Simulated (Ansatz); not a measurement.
Input for Ansatz (an electronic-structure program): R-BLYP/def2-TZVPP on B2H6.

Ansatz 0.2 input:
```yaml
crystal:
  periodic: [false, false, false]
  atoms:
    - {symbol: B, position_ang: [-0.00000000, -0.00000000, 0.87914543]}
    - {symbol: B, position_ang: [0.00000000, 0.00000000, -0.87914543]}
    - {symbol: H, position_ang: [0.00000000, 0.97421540, 0.00000000]}
    - {symbol: H, position_ang: [0.00000000, -0.97421540, -0.00000000]}
    - {symbol: H, position_ang: [1.03641323, -0.00000000, 1.45644972]}
    - {symbol: H, position_ang: [-1.03641323, -0.00000000, 1.45644972]}
    - {symbol: H, position_ang: [1.03641323, -0.00000000, -1.45644972]}
    - {symbol: H, position_ang: [-1.03641323, -0.00000000, -1.45644972]}
basis:
  gaussian:
    orbitals: def2-TZVPP
hamiltonian:
  xc: {name: BLYP}
scf: {lower_state_search: off}
```

It printed:

```
WARN ansatz: RAYON_NUM_THREADS=4 ignored (pool sized by the plan → 4); use --threads N
Functional definition: BLYP
these checks for a lower state are left out or cut short: stability, starts, cluster_reference, orbital_swaps, neighbouring_geometries, increment
integrals: 0.03 GiB planned
692 factors; their error is unknown
mean field: 0.42 GiB planned
mean field evaluation 1: about -1444.3218 eV, gradient 3.7e1 eV
mean field evaluation 2: about -1443.5052 eV, gradient 4.0e1 eV
mean field evaluation 4: about -1448.9055 eV, gradient 6.0e-1 eV
mean field evaluation 8: about -1448.8934 eV, gradient 2.6e-3 eV
mean field evaluation 16: about -1448.8934 eV, gradient 2.0e-6 eV
mean field -1448.89342501 eV, -53.2458512739 hartree, gradient 2.0e-6 eV, S^2 0.000000; 0 other end points of the search recorded, 0 dependent functions left out
reference -1448.89375143 eV, -53.2458632696 hartree; 8, 8 occupied and 138, 138 virtual orbitals, 692 factors
Total energy: -1448.89375143 eV, -53.2458632696 hartree
Checks for a lower state left out: stability, starts, cluster_reference, orbital_swaps, neighbouring_geometries, increment
```

Self-consistency was reached.

Cost: about 0.8 core-seconds (a rough figure).
